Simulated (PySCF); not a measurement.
**Steps of a relaxation of Gd(NH2)3**

Gd(NH2)3 (singlet in the valence; each metal's 4f electrons, 7 of them, lie in its core potential, out of spins and levels; a saddle point, relaxed within its symmetry). PySCF 2.14.0, RKS PBE0, Gd lcecp-1-SVP with ECP53, N def2-SVP, H def2-SVP; non-relativistic Hamiltonian with scalar-relativistic core potentials where named; density fitting; no spin-orbit coupling. Origin of the start: template. Columns: position (Å) and force (eV/Å). Energies are counted from the last step; some of the 5 steps are shown. Forces carry noise of the integration grid, about 0.01 to 0.03 eV/Å.

Run from Python with OMP_NUM_THREADS=2. Where DIIS fails, smearing, a level shift and second-order steps follow.
It took 20 s on 2 threads of Arm Neoverse V1, with other jobs on the host, from the converged density of the start.

```xyz
10
step 0  E = 0.103 eV
Gd    0.0000    0.0000    0.0000     0.00    0.00    0.00
N     2.2792    0.0000    0.0000    -1.25    0.00    0.00
H     2.8692    0.0000    0.8300     0.27    0.00   -0.19
H     2.8692    0.0000   -0.8300     0.27    0.00    0.19
N    -1.1396    1.9739    0.0000     0.62   -1.08    0.00
H    -1.4346    2.4848    0.8300    -0.13    0.23   -0.19
H    -1.4346    2.4848   -0.8300    -0.13    0.23    0.19
N    -1.1396   -1.9739    0.0000     0.62    1.08    0.00
H    -1.4346   -2.4848    0.8300    -0.13   -0.23   -0.19
H    -1.4346   -2.4848   -0.8300    -0.13   -0.23    0.19
```

```xyz
10
step 1  E = 0.020 eV
Gd    0.0000    0.0000    0.0000     0.00    0.00    0.00
N     2.2520    0.0000    0.0000    -0.56    0.00    0.00
H     2.8659    0.0000    0.8145     0.10    0.00   -0.08
H     2.8659    0.0000   -0.8145     0.10    0.00    0.08
N    -1.1260    1.9503    0.0000     0.28   -0.48    0.00
H    -1.4329    2.4820    0.8145    -0.05    0.09   -0.08
H    -1.4329    2.4820   -0.8145    -0.05    0.09    0.08
N    -1.1260   -1.9502    0.0000     0.28    0.48    0.00
H    -1.4330   -2.4819    0.8145    -0.05   -0.09   -0.08
H    -1.4330   -2.4819   -0.8145    -0.05   -0.09    0.08
```

```xyz
10
step 3  E = 0.000 eV
Gd    0.0000    0.0000    0.0000     0.00    0.00    0.00
N     2.2288    0.0000    0.0000     0.00    0.00    0.00
H     2.8590    0.0000    0.8036    -0.01    0.00    0.00
H     2.8590    0.0000   -0.8036    -0.01    0.00    0.00
N    -1.1144    1.9302    0.0000     0.00    0.00    0.00
H    -1.4294    2.4759    0.8036     0.00   -0.01    0.00
H    -1.4294    2.4759   -0.8036     0.00   -0.01    0.00
N    -1.1144   -1.9302    0.0000     0.00    0.00    0.00
H    -1.4295   -2.4759    0.8036     0.00    0.01    0.00
H    -1.4295   -2.4759   -0.8036     0.00    0.01    0.00
```

Question: Where does the relaxation end?

Answer: It converges at step 4 in D3h:
```xyz
10
step 4  E = 0
Gd    0.0000    0.0000    0.0000
N     2.2283    0.0000    0.0000
H     2.8577    0.0000    0.8040
H     2.8577    0.0000   -0.8040
N    -1.1141    1.9298    0.0000
H    -1.4288    2.4749    0.8040
H    -1.4288    2.4749   -0.8040
N    -1.1142   -1.9298    0.0000
H    -1.4289   -2.4748    0.8040
H    -1.4289   -2.4748   -0.8040
```

Question: How did the contacts change?

Answer: 
```json
{"contact": "Gd1–N2 (NH2)", "start (Å)": "2.279", "end (Å)": "2.228"}
{"contact": "Gd1–N5 (NH2)", "start (Å)": "2.279", "end (Å)": "2.228"}
{"contact": "Gd1–N8 (NH2)", "start (Å)": "2.279", "end (Å)": "2.228"}
```


An lcecp potential fixes the number of 4f electrons, so in runs with it no electron can move into or out of that shell.
